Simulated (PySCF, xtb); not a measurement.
CH₇BO₂Si, SMILES C([SiH3])B(O)O.

GFN2-xTB in xtb at its own geometry gives an orbital gap of 5.71 eV and a dipole moment of 2.40 D.

Geometry optimised at B3LYP-D3(BJ)/def2-SVP. This is a generated structure with no PubChem entry under its InChIKey; it may be hypothetical. One conformer was computed; it need not be the lowest.

**Question.** What does M06-2X/def2-TZVP run with PySCF give? (An estimate is asked for; the answer gives what the named calculation found.)

**Answer.** gap 10.72 eV (levels -10.03 and 0.69 eV), dipole 2.76 D.
